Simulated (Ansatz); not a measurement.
`CC1=N[CH]1[SnH3]` + `F[SiH3]` → `F[SiH2][SnH3]` + `CC1=NC1` at 400 K and 1 bar (formal exchange of groups at the Sn–C bond).

Gas-phase electronic energies from Ansatz, PBE0-D4/def2-TZVP geometries. CCSD(T)/CBS is the MP2 limit (def2-TZVPP, def2-QZVPP) plus CCSD(T) − MP2 in def2-TZVPP, frozen cores. This one scheme is used for every species. def2 core potentials past Kr. For Sn outer-core shells are correlated without core-valence functions, which leaves a few kJ/mol of doubt a bond.

```csv
species,CCSD(T)/CBS energy (Eh),H − E (kJ/mol),S (J/(mol·K))
`CC1=N[CH]1[SnH3]`,-386.99390,254.2,407.3
`F[SiH3]`,-390.72345,88.0,253.8
`F[SiH2][SnH3]`,-605.93962,134.4,369.4
`CC1=NC1`,-171.79280,215.8,304.1
```

H − E and S are ideal-gas, rigid-rotor, harmonic terms from PBE0-D4/def2-TZVP, for one conformer and one mirror image of each species. 1 Eh = 2625.50 kJ/mol, R = 8.31446 J/(mol·K).

**Question.** By hand: ΔE, ΔH, ΔS and ΔG.

**Answer.** ΔE = (-605.93962) + (-171.79280) − (-386.99390) − (-390.72345) = -0.01507 Eh = -39.6 kJ/mol. Δ(H − E) = 134.4 + 215.8 − 254.2 − 88.0 = 8.0, so ΔH = -31.6 kJ/mol. ΔS = 369.4 + 304.1 − 407.3 − 253.8 = 12.4 J/(mol·K). ΔG = -31.6 − 400 × (12.4)/1000 = -36.6 kJ/mol.

**Question.** By hand: the equilibrium constant, and the temperature at which ΔG would vanish if ΔH and ΔS stayed fixed.

**Answer.** log₁₀ K = −ΔG/(RT ln 10) = 4.8. ΔH and −TΔS have one sign here, so there is no such temperature.

The number of gas molecules stays the same, so ΔS is small and ΔH decides. A doubt of 5 kJ/mol in ΔE shifts log₁₀ K by 0.7 here. Other conformers and mirror images would add mixing entropy, several J/(mol·K) or more a flexible species. Modes under 60 cm⁻¹, often nearly free rotors, make the harmonic entropy too high. These are equilibria of isolated gas molecules and say nothing of rates. Largest T1 diagnostic: 0.013 (customary marks: 0.02 for closed shells, 0.045 for open ones).

ΔS is within the doubt of such terms, so its sign, and with it that verdict, could turn.
